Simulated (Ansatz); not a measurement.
`CBS[SiH3]` + H–F → `CBF` + `[SiH3]S` at 500 K and 1 bar (ligand exchange at a B–S bond).

Program: Ansatz. Geometries: PBE0-D4/def2-TZVP. ΔE: electronic, gas phase. CCSD(T)/CBS adds triple-zeta CCSD(T) − MP2 to the extrapolated MP2 energy (def2 sets, frozen cores). This one scheme is used for every species. Each species was taken in one conformer, which may not be the lowest.

| species | CCSD(T)/CBS energy (Eh) | H − E (kJ/mol) | S (J/(mol·K)) |
| --- | --- | --- | --- |
| `CBS[SiH3]` | -753.96029 | 247.4 | 413.0 |
| H–F | -100.39570 | 39.4 | 188.7 |
| `CBF` | -165.10297 | 162.8 | 311.9 |
| `[SiH3]S` | -689.27336 | 117.6 | 310.5 |

H − E and S are ideal-gas, rigid-rotor, harmonic terms from PBE0-D4/def2-TZVP, for one conformer and one mirror image of each species. 1 Eh = 2625.50 kJ/mol, R = 8.31446 J/(mol·K).

Task: By hand: ΔE, ΔH, ΔS and ΔG.

Result: ΔE = (-165.10297) + (-689.27336) − (-753.96029) − (-100.39570) = -0.02034 Eh = -53.4 kJ/mol. Δ(H − E) = 162.8 + 117.6 − 247.4 − 39.4 = -6.4, so ΔH = -59.8 kJ/mol. ΔS = 311.9 + 310.5 − 413.0 − 188.7 = 20.7 J/(mol·K). ΔG = -59.8 − 500 × (20.7)/1000 = -70.1 kJ/mol.

Task: By hand: the equilibrium constant, and the temperature at which ΔG would vanish if ΔH and ΔS stayed fixed.

Result: log₁₀ K = −ΔG/(RT ln 10) = 7.3. ΔH and −TΔS have one sign here, so there is no such temperature.

ΔH outweighs TΔS. A doubt of 5 kJ/mol in ΔE shifts log₁₀ K by 0.5 here. Other conformers and mirror images would add mixing entropy, several J/(mol·K) or more a flexible species. These are equilibria of isolated gas molecules and say nothing of rates. Largest T1 diagnostic: 0.013 (customary marks: 0.02 for closed shells, 0.045 for open ones).
